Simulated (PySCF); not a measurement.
## Two-component Hartree-Fock for Cl (chlorine, neutral)

Start: [Ne] 3s2 3p5; 3p1/2 filled at m_j = -1/2, +1/2; 3p3/2 filled at m_j = -1/2, +1/2, +3/2. Calculated with PySCF 2.14 in x2c-TZVPall-2c: generalised Hartree-Fock with the X2C-1e Hamiltonian and a Gaussian nucleus; one run each with spin-orbit coupling (SO) switched off, then screened by Boettger's factors. This is a chosen level, not necessarily the ground level.

```
spinor shell  electrons  ε, spin-free (eV)  ε, screened SO (eV)  weight of nominal j (screened SO)  rms radius, screened SO (bohr)
       1s1/2          2            -2864.1              -2864.1                              1.000                           0.105
       2s1/2          2            -290.38              -290.36                              1.000                           0.479
       2p1/2          2            -219.61              -220.96                              0.993                           0.449
       2p3/2          4            -219.61              -218.92                              0.996                           0.452
       3s1/2          2            -29.347              -29.340                              0.999                            1.67
       3p1/2          2            -13.752              -13.751                              0.645                            2.01
       3p3/2          3            -13.752              -13.758                              0.764                            2.01
```

```json
{"quantity": "E (hartree)", "spin-free": "-460.88283", "screened SO": "-460.88529"}
{"quantity": "M_J", "spin-free": "3/2", "screened SO": "3/2"}
{"quantity": "⟨J²⟩", "spin-free": "3.763", "screened SO": "3.762"}
{"quantity": "⟨L²⟩", "spin-free": "2.009", "screened SO": "2.009"}
{"quantity": "⟨S²⟩", "spin-free": "0.754", "screened SO": "0.753"}
```

Each row is a mean over spinors that exchange with the open shell spreads, by up to 3.329 eV (3s1/2).

Rows whose weight is well below 1 are mixtures of j = l ± 1/2: exchange outweighs spin-orbit coupling there, and the label is only the starting occupation.

Without spin-orbit coupling the j labels of p, d and f shells carry no meaning; the spin-free column gives the mean over the occupied spinors of each nl shell.
